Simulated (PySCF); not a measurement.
Spin-orbit coupling and the fourth ionisation energy along the 5p block

Two-component X2C-1e calculated with PySCF 2.14: MP2 on generalised Hartree-Fock spinors (GMP2), with spin-orbit coupling off and on (screened by Boettger's factors); no Breit or QED terms. Values in eV; the references (NIST) lie between the lowest levels. Elements whose determinants are no pure J levels are left out.

```json
{"element": "In (x2c-SVPall-2c, [Ar] 3d10 frozen)", "configurations": "[Kr] 4d10 → [Kr] 4d9", "spin-free": "56.320", "with spin-orbit": "55.963", "shift": "-0.356", "reference": "55.45 ± 0.04"}
{"element": "Sn (x2c-SVPall-2c, [Ar] 3d10 frozen)", "configurations": "[Kr] 4d10 5s1 → [Kr] 4d10", "spin-free": "39.460", "with spin-orbit": "39.461", "shift": "0.001", "reference": "40.74 ± 0.04"}
{"element": "Sb (x2c-SVPall-2c, [Ar] 3d10 frozen)", "configurations": "[Kr] 4d10 5s2 → [Kr] 4d10 5s1", "spin-free": "42.473", "with spin-orbit": "42.475", "shift": "0.002", "reference": "43.804 ± 0.025"}
{"element": "Te (x2c-SVPall-2c, [Ar] 3d10 frozen)", "configurations": "[Kr] 4d10 5s2 5p1 → [Kr] 4d10 5s2", "spin-free": "36.370", "with spin-orbit": "37.177", "shift": "0.808", "reference": "37.416"}
```

The largest shift is at Te, 0.808 eV, where spin-orbit coupling lowers the species with more electrons by more than the one with fewer (starting occupations 5p1/2^1 and closed).

What remains against the references is mostly the basis and correlation beyond MP2.
